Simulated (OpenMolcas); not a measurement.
## Pr4+: ligand-field states by method

Pr4+ with 6 ligands (fluoride) in tetragonal octahedral coordination (D4h) at 2.16 Å, the axial distance 2.441 Å. A charge of +0.333 e stands 2.6 Å behind each ligand. Ligand basis ANO-RCC-VDZP.
```
Pr    0.0000    0.0000    0.0000
F     2.1600    0.0000    0.0000
F     0.0000    2.1600    0.0000
F    -2.1600    0.0000    0.0000
F     0.0000   -2.1600    0.0000
F     0.0000    0.0000    2.4408
F     0.0000    0.0000   -2.4408
```

* Program: OpenMolcas
* Basis: ANO-RCC-VTZP [8s7p5d3f2g1h]
* Scalar Hamiltonian: DKH2, point nucleus
* Active space: 1 electron in 7 orbitals (4f)
* State averaging: 2S+1 = 2 odd, 7 roots
* Spin-orbit coupling: state interaction with AMFI integrals over the reference wave functions

I. CASSCF
II. SS-CASPT2, IPEA 0.25 Eh, imaginary shift 0.1 Eh (closed shells correlated: 5s 5p and the ligand valence shells)

Spin-free states (labels of D4, the rotations of D4h) in cm-1, each column counted from its own energy of the first state listed:

| State | Degeneracy | I | II |
| --- | --- | --- | --- |
| 2B1 | 1 | 0 | 0 |
| 2E | 2 | 741 | 720 |
| 2B2 | 1 | 1103 | 1310 |
| 2A2 | 1 | 1596 | 1940 |
| 2E | 2 | 2975 | 3430 |

From I to II, I's first state of the same spin (2E) moves from 741 to 720 cm-1, by about -17 cm-1.

With spin-orbit coupling the lowest J multiplet is 1646 (I), 1878 (II) cm-1 wide, a factor of 1.14 from I to II.

χT at 300 K: I 0.36, II 0.33 cm3 K/mol.

Over all roots computed the reference weight is 0.70 in II; a low but even weight reflects the number of correlated electrons. Splittings of an f shell from a small cluster at a set distance can be off by tens of per cent, mostly too small (holds for II). No measured value stands beside these numbers; the geometry is a model, was not optimised and need not be the one that this ion takes.
